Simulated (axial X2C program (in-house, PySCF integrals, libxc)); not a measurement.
## Nuclear properties of OsH⁺

Calculated with an axial X2C code built on PySCF integrals: two-component X2C with atomic mean-field Coulomb and Gaunt terms, Gaussian nuclei, basis Os dyall-cv3z, H dyall-v3z with contracted cores.

R = 1.592 Å (near the PBE0 minimum at charge 1 of the determinant lowest at the starting distance; the state shown can have its own minimum elsewhere).

Determinant lowest in the PBE0 search, Ω = 3 (⟨Sz⟩ = 1.93, ⟨Lz⟩ = 1.07 at PBE0), spin on the atoms Os 1.97, H -0.04:

```tsv
level	Eeff magnitude (GV/cm)	Ws magnitude Os (kHz)	A∥/gI Os (MHz)	qzz Os (a.u.)	A∥/gI H (MHz)	qzz H (a.u.)
PBE0	1.83	0.179	2630	-5.33	-0.665	0.14
HF	2.71	0.0535	2090	-6.03	-6.25	0.15
PBE	0.0558	0.371	2760	-5.30	0.25	0.14
BHandHLYP	3.16	0.57	2440	-5.04	-1.37	0.14
r2SCAN	2.24	1.2	2900	-5.34	-0.436	0.14
```

Eeff is the effective electric field on the electron electric dipole moment in this Ω state and Ws the scalar–pseudoscalar constant of the nucleus named (defined with the proton number Z and per Ω); A∥ (defined per Ω) follows by multiplying with gI = μI/(I μN); qzz is the electric field gradient, eQq0 = 234.96 MHz × Q/barn × qzz. The operators were transformed with the bare-nucleus X2C matrices; with these basis sets, hyperfine constants and field gradients can be off by tens of per cent, and where levels differ in sign neither size nor sign is settled.

(1) With gI(189Os) = 0.4400, Q(189Os) = 0.856 barn (g factors from the IAEA table of nuclear moments by Stone; Q from Pyykkö, Mol. Phys. 2018), turn the PBE0 values of the first state into constants in MHz.

Each state is one determinant with collinear spin, which with several unpaired electrons need not be a pure state. Unrestricted Hartree–Fock can overshoot spin polarisation at the nuclei. In the state Ω = 3 the sign of Eeff differs between levels (PBE, r2SCAN against PBE0). With several open shells hyperfine constants can be off by a factor of several. Where Eeff spreads by more than a factor of two the levels disagree and none is to be relied on. Open-shell Ω = 0 determinants with evenly filled partner blocks cannot be reached by this program, so the Ω shown need not be the lowest component. States lie within half an eV, so the first need not be the ground state. The sign of Ws at Os differs between levels in the first state. Further determinants of the search, some of them spin-mixed, are not shown. Where a field gradient or hyperfine factor spreads by more than a factor of two over the levels, a constant derived from it is not to be relied on.

Answers

(1) A∥(189Os) = 2630 × 0.4400 = 1160 MHz; eQq0(189Os) = 234.96 × (0.856) × (-5.33) = -1070 MHz.
